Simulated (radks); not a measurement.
Values are calculated unless marked as measured or tabulated.
The promethium ion Pm2+, configuration [Xe] 4f5 (the NIST ground configuration). Code: a radial shooting solver on a logarithmic mesh with Libxc functionals. Model: Dirac Kohn-Sham, relativistic LDA (MacDonald-Vosko exchange, VWN5 correlation), spin-unpolarised, spherical densities, finite nucleus; open shells fill j = l - 1/2 first; Fermi nuclear charge, rms radius 4.962 fm.

Normalised radial functions P(r) = r R(r) (large component), r in bohr:

```
   r/bohr * 4p3/2, o 5p3/2, + 4f7/2 (the largest magnitude, 1.38, reaches the edge; | marks zero, & curves that meet)
 0.002522                             &
 0.003337                             &
 0.004415                             &
 0.005842                             &*
 0.007729                             &*
  0.01023                             +o*
  0.01353                             +o *
   0.0179                             + o  *
  0.02369                             + o   *
  0.03134                             +  o     *
  0.04147                             +   o      *
  0.05487                             +   o      *
   0.0726                             +  o     *
  0.09607                             |&*
   0.1271                      *   o  | +
   0.1682              *         o    |   +
   0.2225              *         o    |      +
   0.2944                         *  o|          +
   0.3896                             |     o       *+
   0.5154                             |        o        +        *
    0.682                             |   o              +       *
   0.9024                       o     |                &
    1.194              o              |      *      +
     1.58            o                | *       +
     2.09                o            *     +
    2.766                      o      *   +
    3.659                           o * +
    4.842                            o*+
```

4p3/2: eigenvalue -240.91 eV, 2 radial nodes at r = 0.104, 0.314 bohr, <r> = 0.638 bohr, 90 % of the charge inside 0.929 bohr. 5p3/2: eigenvalue -34.841 eV, 3 radial nodes at r = 0.103, 0.302, 0.765 bohr, <r> = 1.71 bohr, 90 % of the charge inside 2.51 bohr. 4f7/2 (empty): eigenvalue -15.211 eV, 0 radial nodes, <r> = 1.04 bohr, 90 % of the charge inside 1.84 bohr.
